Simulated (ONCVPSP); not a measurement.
## An all-electron radial function and its pseudo partner (erbium)

Columns: radius, all-electron u(r) and pseudo u(r) of the 5p shell (level -29.88 eV) of erbium in the configuration [Kr] 4d10 4f11 5s2 5p6 5d1 6s2; LDA (Perdew-Wang 92), scalar-relativistic, ONCV scheme, ONCVPSP 4.0.1.

```
r (bohr)  all-electron  pseudo
   0.120        0.2123  0.0143
   0.240        0.0847  0.0585
   0.360       -0.4141  0.1344
   0.480       -0.4401  0.2401
   0.600       -0.1424  0.3684
   0.720        0.2294  0.5085
   0.840        0.5456  0.6485
   0.960        0.7664  0.7751
   1.080        0.8948  0.8739
   1.200        0.9487  0.9313
   1.320        0.9484  0.9417
   1.440        0.9118  0.9108
   1.560        0.8529  0.8527
   1.680        0.7818  0.7818
   1.800        0.7060  0.7059
   1.920        0.6300  0.6300
   2.040        0.5571  0.5571
   2.160        0.4891  0.4890
   2.280        0.4268  0.4268
   2.400        0.3707  0.3706
   2.520        0.3207  0.3206
   2.640        0.2765  0.2764
   2.760        0.2377  0.2377
   2.880        0.2039  0.2039
   3.000        0.1746  0.1745
   3.120        0.1492  0.1491
```

Task: How many radial nodes do the two functions have?

Result: The all-electron 5p function has n − l − 1 = 3 (the table is too coarse to show those close to the nucleus); the pseudo-wave has 0, since the states of the same l below it are removed with the core.

Task: At about which radius was the pseudo-wave matched?

Result: 1.60 bohr, where the columns begin to agree (steps of 0.12 bohr).

Task: Where does each function peak?

Result: Outermost all-electron maximum near 1.20 bohr, pseudo maximum near 1.32 bohr (to the table’s step).

Task: Is the pseudo-wave norm-conserving?

Result: Yes: the ONCV scheme keeps the norm inside the radius equal to the all-electron one, which fixes the energy derivative of the logarithmic derivative at the level.
